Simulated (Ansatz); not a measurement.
A geometry relaxed with PBE0-D4/def2-TZVP (Ansatz, an electronic-structure program), charge 0, multiplicity 1:

```xyz
9

H     -1.7461     1.5280    -0.6366
O     -1.8444     0.5806    -0.7378
Si    -0.9205    -0.3920     0.2299
H      2.1612    -0.8653     0.8759
H     -1.2615    -0.2036     1.6707
H      1.6949     1.4210     0.2549
H     -1.2679    -1.7813    -0.1585
H      1.8068    -0.2847    -1.4474
Si     1.3775    -0.0028    -0.0510
```

### Question
Write the SMILES of this molecule.

### Answer
`O[SiH2][SiH3]`
